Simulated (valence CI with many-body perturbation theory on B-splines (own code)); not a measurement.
Hyperfine factors and g values of V9+

Calculated by configuration interaction combined with many-body perturbation theory (CI+MBPT): four valence electrons over a frozen Dirac-Fock core [Ne], a basis of 11 s, 11 p, 9 d, 7 f, 5 g, 2 h, 1 i functions for each j, with the one-electron correlation potential Σ1, the two-electron term Σ2, the three-electron term Σ3, Breit, model QED; selected CI, second order for the rest, scaled by the run's own slope (own B-spline code, finite nucleus).

No measured spectrum was set against this ion. As an estimate, levels of excited configurations hold to 0.05 to 0.15 % of their energy, terms of the ground configuration to about 0.5 %.

A/g_I is the dipole constant over the nuclear g factor μ/I (μ in nuclear magnetons, uniformly magnetised nucleus), B/Q the quadrupole constant per barn. Both hold the static response of the core; the bare values leave it out. Large factors of s and p1/2 electrons are usually good to 5 to 10 %; those of open d and f shells near neutrality can be off by tens of per cent, and small factors of p3/2, d and f electrons come from cancelling terms and can be off by a factor of two or in sign, in half-filled shells by more. B is blank for J = 1/2, where it vanishes, and for nearly pure S terms. Energies count from the lowest level. Levels with J = 0 are left out.

Names give the largest LS component (configuration and term), which can be under half, so a name can repeat, a term be missing and a line seem to break the LS rules; names also repeat where a configuration has a term twice. Letters in brackets count levels of one name in rising energy.

| Level | E (cm⁻¹) | g | A/g_I (MHz) | A/g_I bare | B/Q (MHz/b) | B/Q bare |
| --- | --- | --- | --- | --- | --- | --- |
| 3s²3p² ³P_1 | 4186 | 1.501 | 69.8 | 188 | 2340 | 2210 |
| 3s²3p² ³P_2 | 9435 | 1.482 | 3640 | 3520 | -4290 | -4040 |
| 3s²3p² ¹D_2 | 32604 | 1.018 | 4360 | 4130 | 8930 | 8410 |
| 3s3p³ ⁵S°_2 | 161300 | 1.999 | 12100 | 11600 |  |  |
| 3s3p³ ³D°_1 | 220970 | 0.513 | -7380 | -6890 | 991 | 937 |
| 3s3p³ ³D°_2 | 221070 | 1.175 | 6420 | 6080 | 2060 | 1940 |
| 3s3p³ ³D°_3 | 222090 | 1.333 | 10900 | 10300 | -551 | -511 |
| 3s3p³ ³P°_1 | 254240 | 1.488 | 15300 | 14400 | -1260 | -1180 |
| 3s3p³ ³P°_2 | 254420 | 1.483 | 12000 | 11300 | -2160 | -2040 |
| 3s3p³ ¹D°_2 | 279960 | 1.010 | 3750 | 3580 | -1590 | -1490 |
| 3s3p³ ³S°_1 | 328300 | 1.854 | -9360 | -8300 | -14.3 | -12.5 |
| 3s²3p3d ³F°_2 | 338440 | 0.667 | 3530 | 3370 | 3580 | 3440 |
| 3s3p³ ¹P°_1 | 341730 | 1.144 | 1510 | 1540 | 77.9 | 77.5 |
| 3s²3p3d ³F°_3 | 341860 | 1.083 | 2160 | 2140 | 3840 | 3700 |
| 3s²3p3d ³F°_4 | 346740 | 1.250 | 1230 | 1270 | 5450 | 5230 |
| 3s²3p3d ³P°_2 [a] | 385820 | 1.256 | 1420 | 1480 | -144 | -98.3 |
| 3s²3p3d ³P°_1 | 391060 | 1.365 | -400 | -138 | 815 | 777 |
| 3s²3p3d ³P°_2 [b] | 392260 | 1.211 | 1320 | 1360 | -529 | -464 |
| 3s²3p3d ³D°_1 | 399170 | 0.636 | 484 | 521 | -2460 | -2330 |
| 3s²3p3d ³D°_2 | 400730 | 1.198 | 1890 | 1930 | -3120 | -2940 |
| 3s²3p3d ³D°_3 | 401190 | 1.332 | 2380 | 2370 | -3500 | -3250 |
| 3s²3p3d ¹F°_3 | 440190 | 1.001 | 1840 | 1820 | 5350 | 5150 |
| 3s²3p3d ¹P°_1 | 451230 | 0.997 | -773 | -593 | 692 | 685 |
| 3p⁴ ³P_2 | 471050 | 1.468 | 3960 | 3950 | 1980 | 1880 |
| 3p⁴ ³P_1 | 477180 | 1.500 | 2390 | 2490 | -1310 | -1240 |
| 3p⁴ ¹D_2 | 486760 | 1.032 | 4540 | 4320 | -7530 | -7100 |
| 3s3p²3d ⁵F_1 | 496290 | 0.007 | -9140 | -8590 | -623 | -561 |
| 3s3p²3d ⁵F_2 | 497420 | 1.007 | 1490 | 1520 | 133 | 149 |
| 3s3p²3d ⁵F_3 | 499170 | 1.255 | 4160 | 4050 | 56.8 | 94.6 |
| 3s3p²3d ⁵F_4 | 501600 | 1.353 | 5330 | 5150 | -1030 | -901 |
| 3s3p²3d ⁵F_5 | 504750 | 1.400 | 6210 | 5970 | -4060 | -3730 |
| 3s3p²3d ⁵D_1 | 513280 | 1.494 | 7530 | 7260 | -2140 | -2040 |
| 3s3p²3d ⁵D_2 | 513880 | 1.492 | 7350 | 7090 | -2070 | -1960 |
| 3s3p²3d ⁵D_3 | 514800 | 1.490 | 7070 | 6810 | -330 | -303 |

(1) Take the isotope of mass number 50, with I = 6, μ = 3.3442 μN and Q = 0.21 b. What is the hyperfine structure of 3s3p³ ³D°_2?

Answers

(1) From the table A = 3580 MHz, B = 432 MHz. Shifts from the centre of gravity in MHz: F = 4: -49900, F = 5: -32200, F = 6: -10900, F = 7: 14200, F = 8: 43100.
